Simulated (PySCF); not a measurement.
## C6H7NO: full NMR table

```
Formula                               : C6H7NO
SMILES                                : ONc1ccccc1
Point group of the computed structure : C1
Degrees of unsaturation               : 4
Carbon signals                        : 4
Proton signals                        : 5
```

Atoms are numbered as in `[OH:1][NH:2][c:3]1[cH:4][cH:5][cH:6][cH:7][cH:8]1`. Each H is labelled by its parent atom.

[PySCF 2.14.0 with density-fitted response routines: geometry: PBE0-D3(BJ)/def2-TZVP; shielding tensors at B97-2/pcSseg-2 (GIAO); non-relativistic; gas phase; equivalent nuclei averaged; single conformer]

Shifts are taken against calculated references (same method and geometry level): $^{1}$H (σref 31.64) and $^{13}$C (σref 185.38) vs TMS; NH3 for $^{15}$N (σref 261.75); $^{17}$O (σref 327.66) vs H2O.

```tsv
carbon	δC, type	δH (multiplicity)	HMBC from (2–3 bonds)	span of the C tensor (ppm)
C3	158.4, C	–	H(C5)/H(C7), H(C4)/H(C8)	195
C4/C8	117.1, CH	7.12 (d)	H(C5)/H(C7), H(C4)/H(C8), H(C6)	198
C5/C7	135.9, CH	7.50 (m)	H(C5)/H(C7), H(C4)/H(C8), H(C6)	237
C6	126.2, CH	7.09 (t)	H(C5)/H(C7), H(C4)/H(C8)	221
```

Other nuclei:
| atoms | nucleus | environment | δ (ppm) | σ (ppm) |
| --- | --- | --- | --- | --- |
| H(N2) | $^{1}$H | hydrogen on a nitrogen bonded to O or N | 6.35 | 25.29 |
| H(O1) | $^{1}$H | hydrogen on a N–OH oxygen | 4.07 | 27.56 |
| N2 | $^{15}$N | nitrogen bonded to O or N | 164.5 | 97.3 |
| O1 | $^{17}$O | N–OH oxygen | 103.7 | 224.0 |

Carbon types of the structure: 1 × C, 5 × CH, leaving 2 H on heteroatoms. δC 158.4: aromatic carbon bearing nitrogen; an ipso carbon deshielded by its heteroatom. δC 135.9, 126.2, 117.1: aromatic CH. δH 7.50, 7.12, 7.09: hydrogen on an aromatic CH; it sits in the deshielding region of the aromatic ring current. δH 6.35: hydrogen on a nitrogen bonded to O or N; exchangeable, gas-phase position. δH 4.07: hydrogen on a N–OH oxygen; exchangeable; this is the value without hydrogen bonding to other molecules.

The OH or NH signal is concentration- and solvent-dependent in practice; the value given is the gas-phase one. Shifts are as computed. Against solution values, carbons near 30 ppm lie about +3 ppm off and those near 130 ppm about +7 ppm. Of 1211 compounds with measured shifts, 218 miss one by over three times the rms of a fit or turn the order of signals round; such compounds aren't used in these exercises. Experimental scales use liquid or dissolved standards, which lie at an offset from isolated NH3 (liquid NH3: subtract about 20 ppm) and H2O (liquid H2O: subtract about 36 ppm). Unscaled 15N shifts of sp2 nitrogen come out 20 to 40 ppm too high even then. No couplings were computed; multiplicities are counted from neighbouring protons, with m where these are inequivalent, close in shift, in a saturated or five-membered ring or joined by F or P, and br s for small geminal =CH2 splittings.
